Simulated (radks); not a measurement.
Results of a calculation; reference values are marked as such.
Trend from Zn+ to Hg+: ionisation energy by Delta-SCF between NIST ground configurations, and size. Code: a radial shooting solver on a logarithmic mesh with Libxc functionals. Model: scalar-relativistic Kohn-Sham, SCAN, spin-polarised, spherical densities, finite nucleus; open shells are filled with parallel spins first (spin-orbit coupling, left out, can overturn this in heavy ions); meta-GGA in the generalised Kohn-Sham scheme; Fermi nuclear charge, rms radius of each element as measured or else 0.836 A^(1/3) + 0.57 fm.

species,configuration,configuration of the ion,IE (eV),NIST (eV),kind,-e(HOMO) (eV),r at 0.001 e/bohr^3 (bohr)
Zn+,[Ar] 3d10 4s1,[Ar] 3d10,18.724,17.964,exp.,14.949 (4s),3.61
Cd+,[Kr] 4d10 5s1,[Kr] 4d10,17.331,16.908,exp.,13.897 (5s),3.83
Hg+,[Xe] 4f14 5d10 6s1,[Xe] 4f14 5d10,19.340,18.757,exp.,15.535 (6s),3.88

Reference values: NIST Atomic Spectra Database (measured).
